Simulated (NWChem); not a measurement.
Species: InH2O2Br; SMILES [OH][In]([Br])[OH]

```xyz
6

In    -0.0059    -0.6725     0.0000
Br    -0.0081     1.8193     0.0000
O     -1.7598    -1.6550     0.0000
H     -1.5653    -2.6144     0.0000
O      1.7183    -1.7217     0.0000
H      2.4673    -1.0926     0.0000
```
Atoms are numbered in this order, from 1.

Results from NWChem. Coordinates come from a PBE-D3(BJ)/def2-SVP optimisation. def2 effective core potentials on In; no spin-orbit coupling. Total energies compare along this basis series because the functional is fixed.

```csv
level,basis functions,energy (Ha),highest occupied level (eV),orbital gap (eV),dipole (D)
Hartree-Fock/def2-SVP,96,-2912.1491,-11.53,12.51,1.61
Hartree-Fock/def2-SVPD,135,-2912.1749,-11.71,11.90,1.41
Hartree-Fock/def2-TZVP,172,-2912.6706,-11.62,12.32,1.49
Hartree-Fock/def2-TZVPP,188,-2912.6739,-11.61,12.32,1.46
```
